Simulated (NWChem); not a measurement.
## Total energies of Ge (-1)

```xyz
1

Ge     0.0000     0.0000     0.0000
```
Charge -1, spin multiplicity 4.

All runs are NWChem calculations.

Basis set: def2-TZVPD (54 functions).

| method | total energy (Ha) |
|---|---|
| UHF | -2075.34080 |
| UMP2 | -2075.54172 |
| UB2PLYP | -2076.58115 |
| UPBE | -2076.63672 |
| UB3LYP | -2076.99644 |
| UBLYP | -2077.00526 |

Total energies of different functionals aren't comparable as a measure of quality: only differences taken within one method are. 

The Hamiltonian is non-relativistic. The correlated methods keep 9 core orbitals frozen. B3LYP has NWChem's definition, with VWN1-RPA local correlation. No SCF solution was tested for a lower state. Open-shell Hartree-Fock references start from PBE0 orbitals.
